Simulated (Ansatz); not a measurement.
Relaxation of C2H7BN2Si (13 atoms, charge 0, multiplicity 1), to a largest force component of 0.015 eV/Å in at most 40 steps.

Theory: RHF/def2-SVP in Ansatz 0.2.0.

```xyz
13
Properties=species:S:1:pos:R:3
C -0.252 -0.658 -1.621
B 0.440 -0.334 -0.259
N 1.926 -0.448 -0.198
Si -0.499 0.179 1.320
C -1.475 1.701 0.978
N -2.053 2.705 0.785
H -0.063 -1.650 -1.955
H 0.107 0.113 -2.409
H -1.392 -0.466 -1.472
H 2.206 -1.427 -0.558
H 2.340 0.208 -0.925
H 0.365 0.377 2.470
H -1.577 -0.876 1.632
```

Task: Where does it end, and by what steps?

Result: It converged. After 22 steps the energy has fallen by 2.095 eV; H11 moved furthest, 1.54 Å.

| step | energy less start (eV) | largest force component (eV/Å) | accepted |
| --- | --- | --- | --- |
| 0 | 0.0000 | 5.369 | yes |
| 1 | -0.7504 | 1.608 | yes |
| 2 | -0.9547 | 1.376 | yes |
| 3 | -1.1546 | 1.300 | yes |
| 4 | -1.3998 | 1.391 | yes |
| 5 | -1.6667 | 1.066 | yes |
| 6 | -1.8931 | 0.942 | yes |
| 7 | -2.0115 | 0.533 | yes |
| 8 | -2.0350 | 0.361 | yes |
| 9 | -2.0760 | 0.138 | yes |
| 10 | -2.0776 | 0.141 | yes |
| 11 | -2.0661 | 0.633 | no |
| 12 | -2.0765 | 0.211 | no |
| 13 | -2.0846 | 0.033 | yes |
| 14 | -2.0894 | 0.034 | yes |
| 15 | -2.0877 | 0.373 | no |
| 16 | -2.0915 | 0.063 | yes |
| 17 | -2.0929 | 0.108 | yes |
| 18 | -2.0936 | 0.127 | yes |
| 19 | -2.0949 | 0.037 | yes |
| 20 | -2.0952 | 0.016 | yes |
| 21 | -2.0954 | 0.015 | yes |
| 22 | -2.0954 | 0.008 | yes |

```xyz
13
Properties=species:S:1:pos:R:3
C -0.369 -0.710 -1.710
B 0.466 -0.424 -0.391
N 1.840 -0.641 -0.341
Si -0.472 0.275 1.301
C -1.390 1.871 0.878
N -1.930 2.829 0.589
H 0.245 -1.090 -2.532
H -0.865 0.203 -2.055
H -1.164 -1.437 -1.519
H 2.357 -0.981 -1.128
H 2.413 -0.462 0.458
H 0.449 0.633 2.407
H -1.509 -0.641 1.829
```

The run took 49 s on 2 threads of Arm Neoverse V2 (shared host), peak memory 0.27 GiB.
